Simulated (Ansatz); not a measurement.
Geometry optimisation, Ansatz 0.2.0, RHF/6-31G*.

Input:

```yaml
crystal:
  periodic: [false, false, false]
  atoms:
    - { symbol: B, position_ang: [-0.087377, -0.162756, -0.006298] }
    - { symbol: O, position_ang: [-0.055637, -0.439103, 1.36235] }
    - { symbol: H, position_ang: [-0.906528, -0.652562, 1.718736] }
    - { symbol: C, position_ang: [1.303394, -0.001887, -0.748254] }
    - { symbol: H, position_ang: [1.684981, -0.984541, -1.019945] }
    - { symbol: H, position_ang: [1.231641, 0.583204, -1.6612] }
    - { symbol: H, position_ang: [2.04934, 0.464282, -0.113393] }
    - { symbol: "N", position_ang: [-1.308238, -0.182819, -0.709808] }
    - { symbol: H, position_ang: [-2.205199, -0.278564, -0.284438] }
    - { symbol: H, position_ang: [-1.358961, 0.027934, -1.680917] }
    - { symbol: F, position_ang: [0.096627, 2.227074, 0.820952] }
    - { symbol: H, position_ang: [0.329756, 1.721837, 1.549515] }
basis:
  gaussian: { orbitals: "6-31G*" }
hamiltonian:
  xc: hf
relax:
  f_tol: 0.03
  max_steps: 50
```

Launched with:

```bash
$ ansatz run input.yaml --threads 1 --pin off --max-ram 2048MiB --backend cpu --events-out ev --progress --plain --runs-dir out
```

Question: Where does it end, and by what steps?

Answer: It converged. The force dipped under the threshold on the way, but the program's further checks kept it going. After 17 steps the energy has fallen by 0.266 eV; F11 moved furthest, 1.69 Å.

```csv
step,energy less start (eV),largest force component (eV/Å),accepted
0,0.0000,0.470,yes
1,-0.0519,1.563,yes
2,-0.1013,1.946,yes
3,-0.1701,0.672,yes
4,-0.1917,0.747,yes
5,-0.2077,0.561,yes
6,-0.2199,0.504,yes
7,-0.2297,0.661,yes
8,-0.2385,0.840,yes
9,-0.2528,0.367,yes
10,-0.2595,0.141,yes
11,-0.2598,0.375,yes
12,-0.2625,0.295,yes
13,-0.2648,0.112,yes
14,-0.2653,0.028,yes
15,-0.2657,0.038,yes
16,-0.2661,0.037,yes
17,-0.2662,0.024,yes
```

```xyz
12
Properties=species:S:1:pos:R:3
B -0.269 -0.092 -0.198
O -0.398 0.166 1.158
H -1.256 0.004 1.522
C 1.158 0.150 -0.835
H 1.836 -0.648 -0.534
H 1.148 0.176 -1.920
H 1.593 1.076 -0.473
N -1.367 -0.565 -0.939
H -2.275 -0.739 -0.568
H -1.300 -0.756 -1.913
F 1.228 2.128 2.071
H 0.677 1.421 1.857
```

The run took 50 s on 1 thread of Arm Neoverse V1, with other jobs on the host, peak memory 0.16 GiB.
